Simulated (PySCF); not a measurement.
**Computed NMR parameters against published values**

Bonds (- single, = double, # triple, : aromatic): O1=C2 1.201 Å, C2-C3 1.520 Å, C3-C4 1.526 Å, C4-C5 1.520 Å, C5=O6 1.201 Å, C5-N7 1.385 Å, N7-C2 1.385 Å. C3 carries H8, H9; C4 carries H10, H11; N7 carries H12.

Non-relativistic, fast rotation and ring inversion assumed for equivalent nuclei, single conformer, isolated molecule. PBE0-D3(BJ)/def2-SVP geometry; shielding tensors at PBE0/pcSseg-1 (GIAO); PySCF.

Reference values: measured (solution, H2O; L. Olsson, D. Cremer, J. Phys. Chem. 100 (1996) 16881).
| atoms | quantity | reference | computed |
| --- | --- | --- | --- |
| N7 | δ 15N vs gaseous NH3 | 182.9 | 199.3 |

Reference values: measured (solution, CH3CN; L. Olsson, D. Cremer, J. Phys. Chem. 100 (1996) 16881).
```json
{"atoms": "O1/O6", "quantity": "δ 17O vs gaseous H2O", "reference": "409.6", "computed": "467.3"}
```

Reference values: measured (water; Olsson, Cremer, J. Phys. Chem. 1996, 100, 16881).
```
atoms            quantity  reference  computed
   N7  δ 15N vs NH3 (gas)      182.9     199.3
```

Reference values: measured (CH3CN; Olsson, Cremer, J. Phys. Chem. 1996, 100, 16881).
```
atoms            quantity  reference  computed
O1/O6  δ 17O vs H2O (gas)      409.6     467.3
```

Computed shifts are σ(ref) − σ with the named reference compound (TMS for H and C) calculated as an isolated molecule at the same level. The measured values may be among those fitted. Shieldings were converted by a linear fit to measured shifts: 15N: δ = -150.47 − 0.916σ (rms 7.2 ppm, 77 shifts vs CH3NO2, solution or neat liquid); 17O: δ = 263.91 − 0.892σ (rms 13.5 ppm, 141 shifts, 14.3 ppm with the 1 outlier that the fit left out vs liquid water, solution or neat liquid). A few per cent of atoms miss by over 2 rms, more outside the fitted compound classes.

(1) How far are the unscaled 15N shifts from the references?

(2) How far are the unscaled 17O shifts from the references?

## Answers

(1) Mean signed difference +16.40 ppm, mean absolute 16.40 ppm over 2 comparisons; the largest is +16.4 ppm at N7 (amide-type nitrogen).

(2) Mean signed difference +57.70 ppm, mean absolute 57.70 ppm over 2 comparisons; the largest is +57.7 ppm at O1/O6 (amide-type carbonyl oxygen).
